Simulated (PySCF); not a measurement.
**Correlation energy of Te (tellurium, neutral)**

[Kr] 4d10 5s1 5p4 5d1, one real determinant (an excited configuration). All numbers are calculated (PySCF 2.14, scalar relativity through the core potential, in aug-cc-pwCVDZ-PP with ECP28MDF). Frozen: 4s2 4p6 4d10; 6 electrons correlated.

```csv
level,correlation energy (mhartree)
CCSD,-93.71
(T),-7.65
CCSD(T),-101.36
```

Diagnostics: T1 = 0.018, D1 = 0.0560, largest double amplitude 0.281.

The real determinant used has ⟨L²⟩ near 8 against 12 for a pure F term, so it mixes terms. The outer electron is Rydberg-like, and this basis confines it to a smaller radius and binds it less than a complete one would. A double-excitation amplitude exceeds 0.15, a sign of near-degeneracy.

Cost of the coupled-cluster step: about 0.7 core-seconds, for 6 correlated electrons.

The reference is one real determinant that mixes LS terms of this configuration.
